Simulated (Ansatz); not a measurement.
Complex (SMILES): Cl (HCl) with Cl (HCl), atoms 1 to 2 the first; geometry from B3LYP-D3(BJ)/def2-TZVP, monomers rigid:
```xyz
4

Cl     0.8867    -0.0511     0.1397
H     -0.2309     0.0366     0.7652
Cl    -0.6491    -3.0596    -1.4835
H      0.0587    -2.0731    -1.0529
```

Basis-set convergence of the uncorrected interaction energy at wB97M-V with Ansatz (an electronic-structure program). Cartesian d functions, on some or all atoms, in 6-31G*, 6-31G**, 6-311G**; all else is spherical. The program fits the integrals of some runs and decomposes those of others, by size. The functional holds VV10 correlation; no added dispersion term, no relativity. Functions are those of the species that has most. Reference: the counterpoise-corrected one, the value in aug-cc-pV(5+d)Z, -1.87 kcal/mol. Deviations are taken from unrounded values.

```csv
basis,functions,uncorrected interaction energy (kcal/mol),minus reference (kcal/mol)
STO-3G,20,-3.04,-1.18
3-21G,30,-3.64,-1.78
6-31G,30,-2.39,-0.52
def2-SV(P),40,-3.85,-1.98
6-31G*,42,-2.27,-0.40
def2-SVP,46,-3.82,-1.96
6-31G**,48,-2.40,-0.54
6-311G**,66,-1.81,0.05
def2-SVPD,70,-2.45,-0.59
def2-TZVP,86,-2.21,-0.35
def2-TZVPD,110,-1.94,-0.07
def2-TZVPP,112,-2.18,-0.31
def2-TZVPPD,136,-1.91,-0.05
def2-QZVPP,200,-1.93,-0.06
def2-QZVPPD,224,-1.86,0.00
```

The smallest set listed that lies within 0.1 kcal/mol of the reference with all its larger relatives (same family, alike in diffuse functions; a set with none counts only in the reference's own line) is def2-TZVPD (110 functions, -0.07 kcal/mol off). Inside, with no larger relative to test it: 6-311G**, def2-QZVPP.
